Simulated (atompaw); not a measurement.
# strontium (Sr) PAW (atompaw): all-electron and pseudo phase curves

* Element: strontium (Sr)
* Generator: atompaw 4.2.0.5
* Type: PAW
* Functional: PBEsol
* Relativity: scalar-relativistic
* Frozen core: [Ar] 3d10
* Valence charge: 10
* Reference configuration: 4s2 4p6 4d0 5s2 5p0
* Partial waves: 4s (bound): rc 2.05 bohr; 5s (bound): rc 3.00 bohr; 4p (bound): rc 2.40 bohr; 5p (bound, empty): rc 3.00 bohr; 4d (bound, empty): rc 3.00 bohr; 4d channel at 1.35 Ry: rc 3.00 bohr
* Local potential: bessel scheme, radius 2.60 bohr
* Core correction: smooth core density matched at 1.90 bohr
* Augmentation charge: besselshape compensation charge, radius 2.60 bohr; PAW radius 3.00 bohr; waves and projectors: modrrkj vanderbiltortho

The phase is arctan(r·u′/u) with u = r·R(r), unwrapped; energies in Ry, scanned from -5 to 5 Ry. A pole is an energy at which the radial function vanishes at the test radius. The pseudo phase is shifted by a multiple of π to meet the all-electron one at the reference energy, and phase errors are pseudo minus all-electron; the curves can meet again beyond the range given. Levels narrower than the energy grid can be missing from the lists of poles.

For each channel, where are the poles, and over which energies does the pseudopotential scatter like the atom?

| channel | radius (bohr) | reference energy (Ry) | poles, all-electron | poles, pseudo | unbroken range about the reference energy with phases within 0.05 rad | phase error 1 Ry above the reference energy (rad) |
| --- | --- | --- | --- | --- | --- | --- |
| s | 3.00 | -0.26 | -2.96, 2.32 | -2.96, 2.27 | below 4.1 | -0.002 |
| p | 3.00 | -0.09 | -1.54, 3.34 | -1.54, 3.45 | the whole range | +0.008 |
| d | 3.00 | -0.09 | 0.60 | 0.38 | -0.1 to -0.1 | -0.147 |

Phases in the s channel:

| E (Ry) | all-electron | pseudo |
| --- | --- | --- |
| -5.00 | 1.404 | 1.404 |
| -4.76 | 1.399 | 1.399 |
| -4.52 | 1.392 | 1.392 |
| -4.28 | 1.384 | 1.384 |
| -4.04 | 1.375 | 1.375 |
| -3.80 | 1.362 | 1.362 |
| -3.56 | 1.343 | 1.343 |
| -3.32 | 1.301 | 1.301 |
| -3.08 | 0.817 | 0.817 |
| -2.84 | -1.693 | -1.693 |
| -2.60 | -1.756 | -1.756 |
| -2.36 | -1.785 | -1.785 |
| -2.12 | -1.809 | -1.809 |
| -1.88 | -1.833 | -1.833 |
| -1.64 | -1.861 | -1.861 |
| -1.40 | -1.895 | -1.895 |
| -1.16 | -1.939 | -1.939 |
| -0.92 | -2.000 | -2.000 |
| -0.68 | -2.090 | -2.090 |
| -0.44 | -2.238 | -2.238 |
| -0.20 | -2.506 | -2.506 |
| 0.04 | -3.009 | -3.010 |
| 0.28 | -3.659 | -3.661 |
| 0.52 | -4.095 | -4.097 |
| 0.76 | -4.324 | -4.326 |
| 1.00 | -4.454 | -4.457 |
| 1.24 | -4.537 | -4.539 |
| 1.48 | -4.594 | -4.597 |
| 1.72 | -4.637 | -4.640 |
| 1.96 | -4.671 | -4.675 |
| 2.20 | -4.700 | -4.704 |
| 2.44 | -4.724 | -4.730 |
| 2.68 | -4.747 | -4.755 |
| 2.92 | -4.769 | -4.778 |
| 3.16 | -4.791 | -4.803 |
| 3.40 | -4.813 | -4.830 |
| 3.64 | -4.838 | -4.860 |
| 3.88 | -4.865 | -4.898 |
| 4.12 | -4.899 | -4.949 |
| 4.36 | -4.941 | -5.022 |
| 4.60 | -4.998 | -5.144 |
| 4.84 | -5.082 | -5.388 |
